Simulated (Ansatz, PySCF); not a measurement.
Potential energy curve for Si(H)(Me)3, SMILES C[SiH](C)C (C3H10Si). The Si1–C11 bond (Si1 also carries C, C, H; C11 carries H, H, H) is pulled apart rigidly from the PBE0/def2-SVP optimised geometry.

- RKS-PBE = Ansatz (a program for electronic structure) with restricted PBE/def2-SVP
- RMP2/3-21G = PySCF 2.14.0 with restricted MP2 (frozen core)/3-21G
- UKS-PBE0 = unrestricted PBE0/def2-SVP (Ansatz)

Energies relative to the lowest point of each curve near equilibrium, in kJ/mol:

| R / Å | RKS-PBE | RMP2/3-21G |
|---|---|---|
| 1.76 | 18.7 | 30.8 |
| 1.85 | 1.7 | 5.5 |
| 1.88 | 0.0 | 1.8 |
| 1.95 | 1.9 | 0.0 |
| 2.02 | 10.2 | 5.9 |
| 2.15 | 36.7 | 30.5 |
| 2.51 | 139.2 | 137.3 |
| 2.72 | 199.7 | 203.1 |
| 3.08 | 289.3 | 302.9 |
| 3.50 | 367.9 | 391.1 |
| 3.97 | 427.7 | 452.0 |
| 5.50 | 508.4 | 427.4 |

Predict the corresponding UKS-PBE0 column.

1.76: 16.4; 1.85: 1.1; 1.88: 0.0; 1.95: 3.5; 2.02: 13.4; 2.15: 43.3; 2.51: 156.0; 2.72: 222.6; 3.08: 322.1; 3.50: 382.3; 3.97: 405.9; 5.50: 417.9 (kJ/mol).

The restricted form behind RKS-PBE, RMP2/3-21G keeps the bonding electrons paired and can't separate into open-shell fragments. The unrestricted determinant behind UKS-PBE0 is spin-contaminated at 3.08 to 5.50 Å (<S²> up to 1.0, against 0.00 for a pure singlet).
